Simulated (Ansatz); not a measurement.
Calculated with Ansatz (gas phase, PBE0-D4/def2-TZVP geometries, no zero-point term in ΔE). CBS: MP2 limit from def2 TZ/QZ plus the TZ coupled-cluster correction, frozen cores. Functionals use def2-TZVPP. One conformer a species, not always the lowest.

Consider the formal exchange of groups at a B–Al bond: `C[BH][Al]([OH])[F]` + `CNCO` → `CBNCO` + `[CH3][Al]([OH])[F]`.

CCSD(T)/CBS gives -258.5 kJ/mol.

(1) Another level gave -262.3 kJ/mol. Which?
A. MP2/def2-TZVPP
B. CCSD(T)/def2-TZVPP
C. PBE-D4/def2-TZVPP
D. B2PLYP/def2-TZVPP

Largest T1 diagnostic among the species: 0.012.

Results:

(1) D. B2PLYP -262.3, PBE-D4 -252.6, MP2/def2-TZVPP -268.7, CCSD(T)/def2-TZVPP -257.5 kJ/mol.

In def2-TZVPP, CCSD(T) changes the Hartree–Fock value by −8.9 kJ/mol (the triples alone add −1.9 kJ/mol) and MP2 by −20.1 kJ/mol.
